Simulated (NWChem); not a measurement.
Species: SnNH3, singlet; SMILES [NH2][SnH]

All runs: NWChem. Low-valent species are run as closed-shell singlets; no triplet was tried in these runs. Structure relaxed at the PBE0/def2-SVP level. def2 effective core potentials on Sn; no spin-orbit coupling. Ions are spin-unrestricted doublets at the neutral geometry; other ion states weren't tried. Functional: LC-ωPBE (HJS hole) with def2-SVP; rows give the range parameter ω in 1/bohr.

Problem. At which range parameter does −ε(HOMO) equal the ΔSCF ionisation energy (optimal tuning)?

Solution. about 0.36 per bohr, by linear interpolation in these runs:
```json
[
 {"range parameter (1/bohr)": "0.10", "vertical ionisation energy, ΔSCF (eV)": "8.61", "−ε(HOMO) (eV)": "6.80", "ΔSCF minus −ε(HOMO) (eV)": "1.81"},
 {"range parameter (1/bohr)": "0.30", "vertical ionisation energy, ΔSCF (eV)": "8.71", "−ε(HOMO) (eV)": "8.48", "ΔSCF minus −ε(HOMO) (eV)": "0.23"},
 {"range parameter (1/bohr)": "0.35", "vertical ionisation energy, ΔSCF (eV)": "8.74", "−ε(HOMO) (eV)": "8.71", "ΔSCF minus −ε(HOMO) (eV)": "0.03"},
 {"range parameter (1/bohr)": "0.50", "vertical ionisation energy, ΔSCF (eV)": "8.80", "−ε(HOMO) (eV)": "9.14", "ΔSCF minus −ε(HOMO) (eV)": "-0.34"},
 {"range parameter (1/bohr)": "0.80", "vertical ionisation energy, ΔSCF (eV)": "8.84", "−ε(HOMO) (eV)": "9.43", "ΔSCF minus −ε(HOMO) (eV)": "-0.59"}
]
```
